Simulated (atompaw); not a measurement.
Pseudopotential generation for Ag: PAW (atompaw), LDA (PW92), scalar-relativistic.

atompaw 4.2.0.5 input, output lines left out:

```
Ag 47
LDA-PW scalarrelativistic loggrid 1500 logderivrange -7 5 301
5 5 4 0 0 0
5 1 0
4 2 9
0 0 0
c
c
c
c
v
c
c
v
v
c
v
2
2.15 1.95 2.15 1.90
y
0.75
n
n
y
0.9
n
custom rrkj vanderbiltortho sinc
bessel
2.15
2.15
1.35
0.35
2.15
2.15
```

All-electron outer shells of the reference configuration (LDA (PW92), scalar-relativistic, ld1.x):

```tsv
shell	level (eV)	outermost node (bohr)	outermost maximum (bohr)
3d	-363.31	–	0.27
4s	-99.15	0.44	0.82
4p	-62.58	0.44	0.87
4d	-10.87	0.43	1.03
5s	-5.83	1.10	2.40
5p	-1.37	1.24	3.32
```

What the tests gave:

```
Cutoffs needed                                           : 45 Ry and 80 Ry (the cutoffs (Ry, on a coarse ladder) from which the occupation-weighted sum of valence levels, in a spherical-Bessel basis at the reference potential, stays within 10 and 1 mRy of its value at 400 Ry) The cutoffs count occupied waves only; the empty 5p level needs 200 Ry at the loose tolerance.
Ghost test                                               : no extra level below or beside the all-electron valence levels (s, p, d, f tested) (spherical-Bessel basis up to 400 Ry, 20 bohr box)
Lowest eigenvalue of the overlap operator                : 0.12 (d channel)
Overlap eigenvalues printed by atompaw (projector basis) : 0.0381, 0.522, 0.625, 20, 61.7, 638
Share of each valence orbital outside the PAW sphere     : 5s 75 %, 4p 1 %, 5p 93 %, 4d 10 %
```

Generation and tests took about 3.8 s on one core of a shared server CPU.
